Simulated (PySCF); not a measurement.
Ligands exchanged one at a time, Al NH2-H. Gas-phase values, no solvent. Strings in code marks are SMILES.

Calculation: r2SCAN-D4/def2-TZVP run with PySCF 2.14.0. Excitations are Tamm–Dancoff values on a coarser integration grid. The basis has no diffuse functions, so Rydberg states are missing or too high.

```
species                                       HOMO (eV)  S1 oscillator strength  HOMO–LUMO gap (eV)  T1 excitation (TDA) (eV)  dipole moment (D)
--------------------------------------------  ---------  ----------------------  ------------------  ------------------------  -----------------
0 of 3 NH2 replaced by H                          -5.58                   0.004                5.67                      5.30               0.00
1 of 3 NH2 replaced by H (`[NH2][AlH][NH2]`)      -5.80                     [?]                5.95                      5.39                [?]
2 of 3 NH2 replaced by H                            [?]                     [?]                5.47                      4.76               1.36
3 of 3 NH2 replaced by H (`[AlH3]`)               -7.62                       –                5.49                         –               0.01
```

Q: Fill in the missing entries.

A: 
- 1 of 3 NH2 replaced by H (`[NH2][AlH][NH2]`), S1 oscillator strength: 0.000
- 1 of 3 NH2 replaced by H (`[NH2][AlH][NH2]`), dipole moment (D): 1.30
- 2 of 3 NH2 replaced by H, HOMO (eV): -6.48
- 2 of 3 NH2 replaced by H, S1 oscillator strength: 0.104
